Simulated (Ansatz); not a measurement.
Isolated molecules relaxed with PBE0-D4/def2-TZVP in Ansatz; ΔE leaves out vibrations. CBS: MP2 limit from def2 TZ/QZ plus the TZ coupled-cluster correction, frozen cores. Functionals use def2-TZVPP. Each species was taken in one conformer, which may not be the lowest.

Reaction (formal exchange of groups at a C–S bond): `CCCCCSCCCCC` + `CCCO` → `CCCCCCCCO` + `CCCCCS`

Question: Is it downhill or uphill in electronic energy at CCSD(T)/CBS, and by how much? (Best estimate.)

Answer: The calculation gave: Nearly level: ΔE = +1.5 kJ/mol.

Question: What do these levels give: PBE-D4, r2SCAN-D4, r2SCANh-D4, CAM-B3LYP-D4, ωB97X-V, B2PLYP, LC-ωPBE, CCSD(T)/def2-SVP, HF/def2-TZVPP, MP2/def2-TZVPP, CCSD/def2-TZVPP, HF/CBS(def2)? (Estimate.)

Answer: Computed: PBE-D4 5.7, r2SCAN-D4 4.2, r2SCANh-D4 3.4, CAM-B3LYP-D4 0.2, ωB97X-V 1.3, B2PLYP -2.0, LC-ωPBE -4.8, CCSD(T)/def2-SVP -10.6, HF/def2-TZVPP -12.0, MP2/def2-TZVPP 3.1, CCSD/def2-TZVPP -4.1, HF/CBS(def2) -11.8 kJ/mol.

Largest T1 diagnostic among the species: 0.009.

The D4 term adds +8.9 kJ/mol with B3LYP and +6.0 kJ/mol with PBE0; it sums over pairs of atoms, weighted by their polarisabilities, and B3LYP, whose exchange is more repulsive, gets the larger term. Leaving LDA and LC-ωPBE aside and taking each functional with its dispersion term where it has one, the values, not all of them listed here, spread over 8.1 kJ/mol, from B2PLYP to revPBE-D4.

B3LYP here is the variant with VWN-RPA as its local correlation; programs differ in this.
